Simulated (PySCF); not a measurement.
C5H9O2, charge +1, singlet, at a GFN2-xTB geometry; SVWN5/STO-3G (PySCF).

The PySCF input:
```python
from pyscf import gto, scf, dft

mol = gto.Mole()
mol.atom = '''
    C     2.64458062   -0.07007123   -0.50424723
    C     1.27771519   -0.51430764   -0.10971693
    O     0.97500393   -1.63455360    0.19351909
    C     0.26308705    0.61217752   -0.12236214
    C    -1.02131824    0.41375702    0.10047826
    C    -1.78790725   -0.79679226    0.40481506
    O    -1.94310342    1.60821276   -0.01702034
    H     3.00870030    0.68375893    0.19237984
    H     2.62323352    0.37501649   -1.49781951
    H     3.32287322   -0.91875363   -0.50205637
    H     0.66189802    1.59041510   -0.34740887
    H    -2.57226957   -0.95889696   -0.33442828
    H    -2.24194258   -0.74717110    1.39512987
    H    -1.10457305   -1.64787516    0.38781835
    H    -1.48532732    2.46578543    0.11264879
    H    -2.72474057    1.49986742    0.56794391
'''
mol.basis = 'sto-3g'
mol.charge = 1
mol.verbose = 4
mol.build()

mf = dft.RKS(mol)
mf.xc = 'lda,vwn'
mf.conv_tol = 1e-6
mf.kernel()
```

Output, abridged:

```
PySCF version 2.14.0

[INPUT] verbose = 4
[INPUT] num. atoms = 16
[INPUT] num. electrons = 54
[INPUT] charge = 1
[INPUT] spin (= nelec alpha-beta = 2S) = 0
[INPUT] symmetry False subgroup None
[INPUT] Mole.unit = angstrom
[INPUT] Symbol           X                Y                Z      unit          X                Y                Z       unit  Magmom
[...]
nuclear repulsion = 302.967228830725
number of shells = 30
number of NR pGTOs = 132
number of NR cGTOs = 44
basis = sto-3g
ecp = {}

******** <class 'pyscf.dft.rks.RKS'> ********
method = RKS
initial guess = minao
damping factor = 0
level_shift factor = 0
DIIS = <class 'pyscf.scf.diis.CDIIS'>
diis_start_cycle = 1
diis_space = 8
diis_damp = 0
SCF conv_tol = 1e-06
SCF conv_tol_grad = None
SCF max_cycles = 50
direct_scf = True
direct_scf_tol = 1e-13
XC library pyscf.dft.libxc version 7.1.2
    S. Lehtola, C. Steigemann, M. J. T. Oliveira, and M. A. L. Marques,  SoftwareX 7, 1–5 (2018)
XC functionals = lda,vwn
    P. A. M. Dirac,  Math. Proc. Cambridge Philos. Soc. 26, 376 (1930)
    F. Bloch,  Z. Phys. 57, 545 (1929)
    S. H. Vosko, L. Wilk, and M. Nusair,  Can. J. Phys. 58, 1200 (1980)
radial grids:
    Treutler-Ahlrichs [JCP 102, 346 (1995); DOI:10.1063/1.469408] (M4) radial grids

becke partition: Becke, JCP 88, 2547 (1988); DOI:10.1063/1.454033
pruning grids: <function nwchem_prune>
grids dens level: 3
symmetrized grids: False
atomic radii adjust function: <function treutler_atomic_radii_adjust>
small_rho_cutoff = 0
Set gradient conv threshold to 0.001
Initial guess from minao.
tot grids = 187032
init E= -339.877803935356
[...]
cycle= 1 E= -338.551598077938  delta_E= 1.33  |g|= 0.745  |ddm|= 5.13
[...]
cycle= 2 E= -335.100540284565  delta_E= 3.45  |g|= 2.56  |ddm|= 5.59
[...]
cycle= 3 E= -338.641914157164  delta_E= -3.54  |g|= 0.548  |ddm|= 5.41
[...]
cycle= 4 E= -338.746598132786  delta_E= -0.105  |g|= 0.139  |ddm|= 0.835
[...]
cycle= 5 E= -338.737092161361  delta_E= 0.00951  |g|= 0.229  |ddm|= 0.43
[...]
cycle= 6 E= -338.752351178503  delta_E= -0.0153  |g|= 0.0255  |ddm|= 0.284
[...]
cycle= 7 E= -338.752501697772  delta_E= -0.000151  |g|= 0.0102  |ddm|= 0.0326
[...]
cycle= 8 E= -338.752534717658  delta_E= -3.3e-05  |g|= 0.00326  |ddm|= 0.0108
[...]
cycle= 9 E= -338.752538821628  delta_E= -4.1e-06  |g|= 0.000523  |ddm|= 0.00658
[...]
cycle= 10 E= -338.752538895259  delta_E= -7.36e-08  |g|= 0.000111  |ddm|= 0.000733
[...]
Extra cycle  E= -338.752538889407  delta_E= 5.85e-09  |g|= 0.000178  |ddm|= 0.000393
converged SCF energy = -338.752538889407
```
